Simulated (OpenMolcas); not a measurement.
# Mn⁴⁺: effect of correlating more closed shells

```yaml
Program: OpenMolcas 26.06
Basis: ANO-R3 [8s5p5d3f2g1h]
Scalar_Hamiltonian: X2C, finite nucleus
Active_space: 3 electrons in 5 orbitals (3d)
State_averaging: 2S+1 = 4 even, 10 roots; 2S+1 = 2 even, 40 roots
Spin-orbit_coupling: RASSI with atomic mean-field integrals over the reference wave functions, term energies averaged over their components
```

Methods on the same reference wave functions:
A. CASSCF
B. MS-CASPT2, IPEA 0.25 Eh, imaginary shift 0.1 Eh (closed shells correlated: 3s 3p)
C. MS-CASPT2, IPEA 0.25 Eh, imaginary shift 0.1 Eh (closed shells correlated: 2s 2p 3s 3p)

Energies in eV above 3d3 4F 3/2, the measured ground level; measured values from Corliss and Sugar, J. Phys. Chem. Ref. Data 6, 1253 (1977).

```csv
Level,A,B,C,Measured
3d3 4F 3/2,0.0000,0.0000,0.0000,0.0000
3d3 4F 5/2,0.0451,0.0456,0.0456,0.0445
3d3 4F 7/2,0.1067,0.1073,0.1073,0.1035
3d3 4F 9/2,0.1830,0.1833,0.1833,0.1751
3d3 4P 1/2,2.5446,2.099,2.084,2.0376
3d3 4P 3/2,2.5633,2.116,2.101,2.0575
3d3 2G 7/2,2.6047,2.193,2.195,2.2184
3d3 4P 5/2,2.6170,2.171,2.156,2.1138
3d3 2G 9/2,2.6679,2.257,2.259,2.2812
3d3 2P 1/2,3.4322,2.879,2.874,2.8618
3d3 2H 9/2,3.4401,3.101,3.105,3.0965
3d3 2P 3/2 [63 %],3.4495,2.861,2.856,2.8416
3d3 2H 11/2,3.4876,3.149,3.153,3.1410
3d3 2D 3/2(1) [64 %],3.7539,3.078,3.072,3.0588
3d3 2D 5/2(1),3.7898,3.079,3.072,3.0537
3d3 2F 7/2,5.9049,5.063,5.049,5.0119
3d3 2F 5/2,5.9325,5.090,5.077,5.0470
3d3 2D 5/2(2),9.2208,7.945,7.926,7.7624
3d3 2D 3/2(2),9.2536,7.979,7.959,7.7928
```

Deviations, from unrounded energies. A percentage is the sum of absolute deviations over the sum of measured energies, with the sign that they share, or ± where signs differ.

```tsv
Against measurement	Levels	A	B	C
mean absolute deviation (cm-1)	18	4600	360	300
fine structure of the ground term (%)	3	+3.6	+4.0	+4.0
other terms of the ground configuration (%)	15	+18.9	±1.4	±1.2
```

C lies closest to measurement on these levels and A furthest from it. The largest miss of C in the table is 3d3 2D 3/2(2), by +1300 cm-1. The ranking rests on the paired levels alone, and a cruder setting can come out closer through cancelling errors.

Between B and C the level of the table that moves most is 3d3 2D 3/2(2), by 160 cm-1 (lowest in C, highest in B). Moves below CASPT2's spread within the term are not significant.

The mean deviations of B to C differ by less than CASPT2's widest spread within a term (960 cm-1), so their order carries little weight.

From A to B the spin-free energies of the other terms of 3d3 shown, above 4F, scale by factors of 0.80 to 0.90, as is usual when dynamic correlation screens the repulsion within a d or f shell.

The lowest spin-free term lies below A's lowest term by 0.391 hartree in B, 0.512 hartree in C.

What an inner shell adds also hangs on whether the basis holds functions to correlate it.

Term energies are means over components that CASPT2 splits; among the terms shown or strongly mixed into the levels shown the widest spread is 960 cm-1 (3d3 4F, C). Without dynamic correlation excited terms often stand tens of per cent too high (terms of higher spin than the ground term too low), and those without a measured partner can miss by more than the paired ones (holds for A). Some levels mix across a computed gap that differs much from the measured one, so their mixing is not that of the real levels (holds for A). Measured partners are found by configuration, term and J. A level has none where our copy of the source lacks it or the pairing is in doubt (some pairs that miss far off the trend of their configuration count as doubtful), and it then counts in no deviation. Levels of configurations outside the active space are missing.

A share in square brackets marks a mixed level and gives the weight of the term that names it, the lowest over the columns. A number in round brackets counts repeated terms of one configuration in the order of the reference energies.
